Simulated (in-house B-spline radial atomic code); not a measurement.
Values are calculated unless marked as measured or tabulated.
# Stopping and range of 30 keV Co in Si

The pair potential comes from two frozen, spherical free-atom densities (PBE, B-spline radial code, scalar-relativistic past argon): electrostatics plus the change in Thomas-Fermi kinetic and Dirac exchange energy where they overlap, the recipe behind the universal ZBL potential, which averages such potentials (from solid-state densities) over many pairs. It is written V = (Z1 Z2 e²/r) φ(r/a), with e² = 14.3996 eV·Å and a = 0.46850 Å/(Z1^0.23 + Z2^0.23); ZBL's fit is φ = 0.18175 e^(−3.1998x) + 0.50986 e^(−0.94229x) + 0.28022 e^(−0.4029x) + 0.02817 e^(−0.20162x). Where φ falls below 4e-4 it is continued as an exponential.

The target is taken as amorphous, with density 2.329 g/cm³ (NSM archive of the Ioffe Institute); channelling is ignored. Masses: Co 58.93, Si 28.09 u. Nuclear stopping is S_n = 4π a Z1 Z2 e² M1/(M1 + M2) × s_n(ε), with s_n integrated over impact parameters for each pair. Electronic stopping is Lindhard and Scharff's S_e = Z1^(1/6) 8π e² a0 Z1 Z2/(Z1^(2/3) + Z2^(2/3))^(3/2) × v/v0, with a0 = 0.529177 Å and v = v0 at 24.801 keV/u; it misses the oscillations with Z1 seen in experiment, which reach tens of per cent. Compounds add by atom fraction.

| target atom | a (Å) | ε at this energy | s_n, this pair | s_n, ZBL potential |
| --- | --- | --- | --- | --- |
| Si | 0.11804 | 0.21 | 0.3721 | 0.3462 |

Question: What are the atom density and the stopping powers at entry?

Answer: N = 2.329 × 0.602214/28.09 = 0.04993 atoms/Å³. For Si: S_n = 5468 × 0.3721 = 2034 eV·Å², S_e = 1.8200 × √30000 = 315.2 eV·Å². Averaged over the target's atoms and times N × 10 Å/nm, the ion loses N S_n = 1020 eV/nm to recoils and N S_e = 157 eV/nm to electrons; the nuclear share is 87 %.

Along the track:

```csv
E (keV),N S_n (eV/nm),N S_e (eV/nm)
1.5,476,35.2
4.5,706,61
9,850,86.2
15,939,111
22.5,992,136
30,1020,157
```

Question: Estimate the path length and the projected range.

Answer: With continuous slowing down the path is the integral of dE/(N (S_n + S_e)). Trapezoids over the table give 29.7 nm, and the stretch below the first row, with stopping taken as √E, adds 2E/(N S) = 5.9 nm: 35.6 nm in all, against 34.7 nm on a fine grid from 5 eV. Deflections shorten the depth: to first order in the energy passed on, N (S_n + S_e) dR_p/dE = 1 − N S_n (M2/M1) R_p/(2E), summed over the target's atoms, and integrating this on the fine grid gives R_p = 26.1 nm, 0.75 of the path. Lindhard's rule of thumb R/(1 + M2/3M1), with mean M2/M1 = 0.48, gives 29.9 nm. On the ZBL potential the same equation gives 27.7 nm, and the full integral equation, which keeps hard collisions, 28.8 nm.
